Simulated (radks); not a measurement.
Values are calculated unless marked as measured or tabulated.
Task: Ionisation of neutral lutetium, [Xe] 4f14 5d1 6s2, to Lu+, [Xe] 4f14 6s2, under several functionals. Scalar-relativistic Kohn-Sham, spin-polarised, spherical densities, point nucleus; open shells are filled with parallel spins first (spin-orbit coupling, left out, can overturn this in heavy ions); a radial shooting solver on a logarithmic mesh with Libxc functionals. The NIST Atomic Spectra Database gives 5.426 eV (measured). Rank these functionals by the error of their Delta-SCF ionisation energy: BLYP; LDA (Slater exchange, Perdew-Wang correlation); BP86; XLYP; exchange-only B88; PBE; exchange-only LDA; LDA (Slater exchange, VWN5 correlation).

Result: From best to worst: PBE 5.377 eV (-0.049); BP86 5.530 eV (+0.104); XLYP 5.264 eV (-0.162); LDA (Slater exchange, Perdew-Wang correlation) 5.595 eV (+0.169); LDA (Slater exchange, VWN5 correlation) 5.599 eV (+0.173); BLYP 5.245 eV (-0.180); exchange-only B88 4.619 eV (-0.807); exchange-only LDA 4.553 eV (-0.873). Open shells are spherical and high-spin; term and fine-structure splittings are not resolved. Spin-orbit splitting is averaged out at the scalar-relativistic level.
